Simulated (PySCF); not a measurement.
Exercise with solution: entropy of an ideal gas

Si(Br)2 cation (Br₂Si), SMILES Br[Si]Br (connectivity only; charge and spin as stated), charge +1, multiplicity 2.

Coordinates come from a B3LYP-D3(BJ)/def2-TZVP optimisation. The multiplicity is an assumed one; other spin states were not compared. The isomer is the one that the SMILES or the coordinates give; other isomers of the formula were not compared.

B3LYP-D3(BJ)/def2-TZVP (PySCF) gives the harmonic wavenumbers 118, 380, 545 cm⁻¹ and the rotational temperatures 0.9637, 0.0427, 0.0409 K. The molar mass is 187.89 g/mol, the symmetry number 2, the spin multiplicity 2.

Question: Work out the entropy at 298.15 K and 1 atm in the rigid-rotor, harmonic-oscillator model.

Answer: 
Translation (Sackur–Tetrode at 1 atm): S = R[1.5 ln M + 2.5 ln T − 1.16487] = 174.0 J/(mol K).
Rotation: q = (√π/σ) T^1.5/√(θA θB θC) = 111000, S = R[ln q + 3/2] = 109.1 J/(mol K).
Vibration: with u = 1.4388 ν/T, each mode gives R[u/(e^u − 1) − ln(1 − e^−u)]:
| ν (cm⁻¹) | modes | u | S (J/(mol K)) |
|---|---|---|---|
| 118 | 1 | 0.57 | 13.11 |
| 380 | 1 | 1.83 | 4.35 |
| 545 | 1 | 2.63 | 2.32 |
These are all the modes. Sum 19.8 J/(mol K).
Spin: R ln 2 = 5.8 J/(mol K).
Total 308.7 J/(mol K); the program's own thermochemistry gives 308.6. Translation makes up 56 % and vibration 6 %. Anharmonicity, hindered rotation and orbital degeneracy are left out.
